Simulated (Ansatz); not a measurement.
Breaking the Sn1–H2 bond in CH4Sn (SMILES [CH3][SnH]) (multiplicity 1 held, fragments rigid). Energies count from the point at 1.787 Å.
Geometry at that point (charge 0, multiplicity 1):
```xyz
6

Sn     0.00984     0.25050     0.24519
H     -0.34595     1.41340    -1.06485
C     -0.01334    -1.45640    -1.15807
H      0.73725    -1.29419    -1.93601
H     -0.98669    -1.50317    -1.65333
H      0.18357    -2.40265    -0.65673
```

R- and RO- levels are restricted; in cc, def2 and unpolarised 6-31G sets they are followed outwards from rest. Unrestricted levels (U-) break spin symmetry where that is lower. Levels need not reach the same state.

Correlated levels freeze the cores. Filled d and f shells under p-block atoms count as core.

Run with Ansatz (an electronic-structure program) with Gaussian orbitals.  In def2 rows elements past Kr take small-core potentials, without spin–orbit coupling.

### Question
One of these levels gives 85.64 kcal/mol for the energy at R = 5.720 Å. Which one is it?
A. R-PBE/def2-TZVPP
B. U-SCS-MP2/def2-TZVPP
C. R-r2SCAN/def2-TZVPP
D. R-wB97X-V/def2-TZVPP

### Answer
A, R-PBE/def2-TZVPP. The others give 93.29 (R-r2SCAN/def2-TZVPP), 124.32 (R-wB97X-V/def2-TZVPP), 63.10 (U-SCS-MP2/def2-TZVPP)

Doubts at one or more of the structures used: a restricted determinant that unrestricted orbitals would lower (R-PBE/def2-TZVPP, R-r2SCAN/def2-TZVPP, R-wB97X-V/def2-TZVPP); a spin-contaminated determinant (U-SCS-MP2/def2-TZVPP).
